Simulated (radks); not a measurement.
Values are calculated unless marked as measured or tabulated.
Problem. The molybdenum ion Mo7+, 35 electrons, occupied as [Ar] 3d10 4s2 4p5 (the NIST ground configuration). Code: a radial shooting solver on a logarithmic mesh with Libxc functionals. Model: scalar-relativistic Kohn-Sham, PBE, spin-polarised, spherical densities, point nucleus; open shells are filled with parallel spins first (spin-orbit coupling, left out, can overturn this in heavy ions). Some entries of the table are withheld. Estimate them.

| orbital | occ. | eigenvalue (hartree) | r(max) (bohr) |
|---|---|---|---|
| 1s up | 1 | -732.5439 | 0.02287 |
| 1s down | 1 | -732.5366 | 0.02287 |
| 2s up | 1 | -106.9667 | 0.1296 |
| 2s down | 1 | -106.9625 | 0.1296 |
| 2p up | 3 | -96.06062 | 0.1036 |
| 2p down | 3 | -96.05373 | 0.1036 |
| 3s up | 1 | -21.51082 | 0.3833 |
| 3s down | 1 | -21.50279 | 0.3833 |
| 3p up | 3 | -17.93539 | 0.3767 |
| 3p down | 3 | -17.92629 | 0.3768 |
| 3d up | 5 | -12.12627 | 0.3218 |
| 3d down | 5 | -12.11658 | 0.3218 |
| 4s up | 1 | (1) | 0.9663 |
| 4s down | 1 | (2) | 0.9653 |
| 4p up | 3 | (3) | 1.029 |
| 4p down | 2 | (4) | 1.029 |

Solution. 
(1) 4s up eigenvalue (hartree): -6.06467
(2) 4s down eigenvalue (hartree): -6.01039
(3) 4p up eigenvalue (hartree): -5.03022
(4) 4p down eigenvalue (hartree): -4.97666
